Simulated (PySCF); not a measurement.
PySCF input for Ge(F)(Br)2(NH2) (Br₂FGeH₂N), SMILES [NH2][Ge]([F])([Br])[Br], TDA-ωB97X/def2-SVPD. Geometry optimised at PBE-D3(BJ)/def2-SVP. The values are those of a single conformer.

```python
import numpy as np
from pyscf import gto, scf, dft, tdscf

mol = gto.M(
    atom='''
    N     2.18100076   -0.37430964    0.54171642
    Ge    0.36976978   -0.19019420    0.44182766
    F    -0.28140497   -0.62585533    2.00212396
    Br   -0.11842816    2.01658192    0.02064731
    Br   -0.73063564   -1.57385243   -1.05590908
    H     2.48850247   -1.35089557    0.45055233
    H     2.66173733    0.19444349   -0.16600554
    ''',
    basis='def2-SVPD',
    charge=0,
    spin=0,
    max_memory=1600,
    verbose=4,
)
mf = dft.RKS(mol, xc='wb97x').density_fit(auxbasis='def2-universal-jkfit')
mf.grids.level = 3
mf.conv_tol = 1e-9
mf.max_cycle = 100
mf.kernel()
mf.grids = dft.Grids(mol).set(level=1).build(with_non0tab=True)  # coarser grid for the response kernel
td = tdscf.TDA(mf)
td.singlet = True
td.nstates = 10
td.conv_tol = 1e-4
td.positive_eig_threshold = 1e-6
td.kernel(x0=td.get_init_guess(mf, 15))
td.analyze()
tt = tdscf.TDA(mf)
tt.singlet = False
tt.nstates = 4
tt.conv_tol = 1e-4
tt.positive_eig_threshold = 1e-6
tt.kernel(x0=tt.get_init_guess(mf, 9))
tt.analyze(verbose=3)
```

Output:

```
PySCF version 2.14.0

[INPUT] verbose = 4
[INPUT] num. atoms = 7
[INPUT] num. electrons = 120
[INPUT] charge = 0
[INPUT] spin (= nelec alpha-beta = 2S) = 0
[INPUT] symmetry False subgroup None
[INPUT] Mole.unit = angstrom
[INPUT] Symbol           X                Y                Z      unit          X                Y                Z       unit  Magmom
[INPUT]  1 N      2.181000760000  -0.374309640000   0.541716420000 AA    4.121494113868  -0.707342705385   1.023695670980 Bohr   0.0
[INPUT]  2 Ge     0.369769780000  -0.190194200000   0.441827660000 AA    0.698763613341  -0.359414948481   0.834933271657 Bohr   0.0
[INPUT]  3 F     -0.281404970000  -0.625855330000   2.002123960000 AA   -0.531778323391  -1.182695167299   3.783465951830 Bohr   0.0
[INPUT]  4 Br    -0.118428160000   2.016581920000   0.020647310000 AA   -0.223796787836   3.810787536550   0.039017761109 Bohr   0.0
[INPUT]  5 Br    -0.730635640000  -1.573852430000  -1.055909080000 AA   -1.380701256446  -2.974150053181  -1.995378973641 Bohr   0.0
[INPUT]  6 H      2.488502470000  -1.350895570000   0.450552330000 AA    4.702588128604  -2.552822650188   0.851420508485 Bohr   0.0
[INPUT]  7 H      2.661737330000   0.194443490000  -0.166005540000 AA    5.029954569231   0.367444942805  -0.313705005761 Bohr   0.0

nuclear repulsion = 1069.58408529775
number of shells = 69
number of NR pGTOs = 329
number of NR cGTOs = 179
basis = def2-SVPD
ecp = {}


******** <class 'pyscf.df.df_jk.DFRKS'> ********
method = DFRKS
initial guess = minao
damping factor = 0
level_shift factor = 0
DIIS = <class 'pyscf.scf.diis.CDIIS'>
diis_start_cycle = 1
diis_space = 8
diis_damp = 0
SCF conv_tol = 1e-09
SCF conv_tol_grad = None
SCF max_cycles = 100
direct_scf = False
XC library pyscf.dft.libxc version 7.1.2
    S. Lehtola, C. Steigemann, M. J. T. Oliveira, and M. A. L. Marques,  SoftwareX 7, 1–5 (2018)
XC functionals = wb97x
    J.-D. Chai and M. Head-Gordon,  J. Chem. Phys. 128, 084106 (2008)
radial grids:
    Treutler-Ahlrichs [JCP 102, 346 (1995); DOI:10.1063/1.469408] (M4) radial grids

becke partition: Becke, JCP 88, 2547 (1988); DOI:10.1063/1.454033
pruning grids: <function nwchem_prune>
grids dens level: 3
symmetrized grids: False
atomic radii adjust function: <function treutler_atomic_radii_adjust>
small_rho_cutoff = 0
Set gradient conv threshold to 3.16228e-05
Initial guess from minao.
tot grids = 109272
******** <class 'pyscf.df.df.DF'> ********
auxbasis = def2-universal-jkfit
Create RSH-DF object <pyscf.df.df.DF object> for omega=0.3
******** <class 'pyscf.df.df.DF'> ********
auxbasis = auxmol.basis = def2-universal-jkfit
init E= -7377.80103202575
  HOMO = -0.332850765326166  LUMO = -0.0722321218053881  gap/eV = 7.09179
cycle= 1 E= -7380.20863064759  delta_E= -2.41  |g|= 0.806  |ddm|= 3.38
  HOMO = -0.40861273224319  LUMO = -0.054107973873335  gap/eV = 9.64657
cycle= 2 E= -7380.19749279989  delta_E= 0.0111  |g|= 0.958  |ddm|=  2.1
  HOMO = -0.406548403579889  LUMO = -0.013034292783948  gap/eV = 10.70806
cycle= 3 E= -7380.33837637462  delta_E= -0.141  |g|= 0.0803  |ddm|= 0.871
  HOMO = -0.406842593860704  LUMO = -0.00276181060865444  gap/eV = 10.99560
cycle= 4 E= -7380.33958362556  delta_E= -0.00121  |g|= 0.0346  |ddm|= 0.118
  HOMO = -0.40528601345623  LUMO = -0.00247924497184382  gap/eV = 10.96093
cycle= 5 E= -7380.33982698001  delta_E= -0.000243  |g|= 0.00907  |ddm|= 0.0628
  HOMO = -0.405662743826697  LUMO = -0.00221719856144542  gap/eV = 10.97831
cycle= 6 E= -7380.33985110298  delta_E= -2.41e-05  |g|= 0.00219  |ddm|= 0.0283
  HOMO = -0.405384304857907  LUMO = -0.00195394558927386  gap/eV = 10.97790
cycle= 7 E= -7380.33985370449  delta_E= -2.6e-06  |g|= 0.000934  |ddm|= 0.0118
  HOMO = -0.405528040189599  LUMO = -0.00204017950514945  gap/eV = 10.97946
cycle= 8 E= -7380.33985409009  delta_E= -3.86e-07  |g|= 0.000388  |ddm|= 0.00285
  HOMO = -0.405509064879106  LUMO = -0.00204291584247773  gap/eV = 10.97887
cycle= 9 E= -7380.33985415159  delta_E= -6.15e-08  |g|= 8.81e-05  |ddm|= 0.00141
  HOMO = -0.405509342827685  LUMO = -0.00203299998420503  gap/eV = 10.97915
cycle= 10 E= -7380.33985415854  delta_E= -6.95e-09  |g|= 2.8e-05  |ddm|= 0.000432
  HOMO = -0.405507808527239  LUMO = -0.00203450698992347  gap/eV = 10.97907
cycle= 11 E= -7380.33985415896  delta_E= -4.18e-10  |g|= 1.32e-05  |ddm|= 8.07e-05
  HOMO = -0.405508508666848  LUMO = -0.00203538163881767  gap/eV = 10.97906
Extra cycle  E= -7380.33985415899  delta_E= -2.73e-11  |g|= 1.05e-05  |ddm|= 3.28e-05
converged SCF energy = -7380.33985415899
tot grids = 37448
Overwritten attributes  positive_eig_threshold  of <class 'pyscf.tdscf.rks.TDA'>


******** <class 'pyscf.tdscf.rks.TDA'> for <class 'pyscf.df.df_jk.DFRKS'> ********
nstates = 10 singlet
deg_eia_thresh = 1.000e-03
wfnsym = None
conv_tol = 0.0001
eigh lindep = 1e-12
eigh level_shift = 0
eigh max_cycle = 100


Excitation energies (eV)
[5.8218655  5.93588857 6.17249579 6.37164079 6.75626111 7.71086896
 8.0255236  8.12006569 8.398481   8.43390227]

** Singlet excitation energies and oscillator strengths **
Excited State   1:      5.82187 eV    212.96 nm  f=0.0245
      59 -> 61        0.35880
      60 -> 61       -0.56641
Excited State   2:      5.93589 eV    208.87 nm  f=0.0168
      56 -> 61        0.10743
      58 -> 61       -0.36163
      59 -> 61        0.49926
      60 -> 61        0.25945
Excited State   3:      6.17250 eV    200.87 nm  f=0.0370
      56 -> 61       -0.21095
      57 -> 61        0.14471
      58 -> 61       -0.54248
      58 -> 63       -0.10341
      59 -> 61       -0.22677
      60 -> 61       -0.20262
Excited State   4:      6.37164 eV    194.59 nm  f=0.0144
      56 -> 61        0.21672
      57 -> 61        0.62403
      59 -> 63        0.12131
Excited State   5:      6.75626 eV    183.51 nm  f=0.1051
      56 -> 61        0.57371
      57 -> 61       -0.17137
      58 -> 61       -0.13922
      59 -> 61       -0.15023
      60 -> 61       -0.18240
Excited State   6:      7.71087 eV    160.79 nm  f=0.0146
      55 -> 61        0.14101
      56 -> 62        0.17270
      59 -> 62       -0.17934
      60 -> 62       -0.55645
      60 -> 65        0.16321
Excited State   7:      8.02552 eV    154.49 nm  f=0.1949
      55 -> 61       -0.50877
      58 -> 64       -0.17028
      59 -> 63        0.12800
      59 -> 64        0.21296
      60 -> 63        0.21424
      60 -> 64        0.13717
      60 -> 66       -0.10801
Excited State   8:      8.12007 eV    152.69 nm  f=0.0290
      55 -> 61        0.26587
      60 -> 63        0.31747
      60 -> 64        0.47502
      60 -> 66       -0.12325
      60 -> 69        0.10399
Excited State   9:      8.39848 eV    147.63 nm  f=0.0251
      54 -> 61       -0.20930
      55 -> 61       -0.10896
      58 -> 62       -0.10958
      58 -> 64       -0.25090
      59 -> 63       -0.28856
      59 -> 64       -0.42286
      60 -> 64        0.17692
Excited State  10:      8.43390 eV    147.01 nm  f=0.0244
      54 -> 61       -0.30918
      57 -> 62       -0.12023
      57 -> 64        0.10801
      59 -> 62        0.36683
      59 -> 63       -0.12910
      59 -> 64        0.25370
      59 -> 67        0.10239
      60 -> 63        0.16977
      60 -> 64       -0.12994
      60 -> 66       -0.10328

** Transition electric dipole moments (AU) **
state          X           Y           Z        Dip. S.      Osc.
  1        -0.2018      0.3617     -0.0034      0.1715      0.0245
  2         0.2761      0.1786      0.0859      0.1155      0.0168
  3        -0.4297     -0.2288     -0.0886      0.2448      0.0370
  4         0.1725     -0.0894      0.2338      0.0924      0.0144
  5        -0.3668     -0.3903     -0.5901      0.6351      0.1051
  6        -0.1401      0.1918     -0.1452      0.0775      0.0146
  7        -0.1093     -0.9655     -0.2174      0.9914      0.1949
  8         0.0930      0.3553      0.1032      0.1455      0.0290
  9         0.0274     -0.3293     -0.1131      0.1220      0.0251
 10         0.1312      0.3168      0.0213      0.1180      0.0244

** Transition velocity dipole moments (imaginary part, AU) **
state          X           Y           Z        Dip. S.      Osc.
  1        -0.0376      0.0823      0.0133      0.0084      0.0261
  2         0.0641      0.0418     -0.0004      0.0059      0.0179
  3        -0.1172     -0.0461      0.0057      0.0159      0.0467
  4         0.0710     -0.0372      0.0934      0.0152      0.0432
  5        -0.0255     -0.0808     -0.1393      0.0266      0.0714
  6        -0.0480      0.0310     -0.0585      0.0067      0.0157
  7        -0.0337     -0.2258     -0.0497      0.0546      0.1234
  8         0.0154      0.0816      0.0301      0.0078      0.0174
  9         0.0207     -0.0784     -0.0377      0.0080      0.0173
 10         0.0564      0.0816      0.0060      0.0099      0.0213

** Transition magnetic dipole moments (imaginary part, AU) **
state          X           Y           Z
  1         0.0355     -0.0318      0.0155
  2        -0.0302      0.0235     -0.0821
  3        -0.1004      0.0152     -0.0249
  4        -0.0169     -0.0565     -0.0308
  5        -0.1213     -0.1458      0.0764
  6        -0.2501     -0.7940      0.7144
  7        -0.4132      0.1003      0.2181
  8         0.2544      0.6051      0.2212
  9        -0.0240     -0.3066      0.0809
 10        -0.6123      0.2549      0.0660


******** <class 'pyscf.tdscf.rks.TDA'> for <class 'pyscf.df.df_jk.DFRKS'> ********
nstates = 4 triplet
deg_eia_thresh = 1.000e-03
wfnsym = None
conv_tol = 0.0001
eigh lindep = 1e-12
eigh level_shift = 0
eigh max_cycle = 100


Excitation energies (eV)
[5.25468991 5.36079606 5.57842465 5.79707844]

** Triplet excitation energies and oscillator strengths **
Excited State   1:      5.25469 eV    235.95 nm  f=0.0000
Excited State   2:      5.36080 eV    231.28 nm  f=0.0000
Excited State   3:      5.57842 eV    222.26 nm  f=0.0000
Excited State   4:      5.79708 eV    213.87 nm  f=0.0000
```

The run converged.

Cost: very roughly 9 core-minutes.
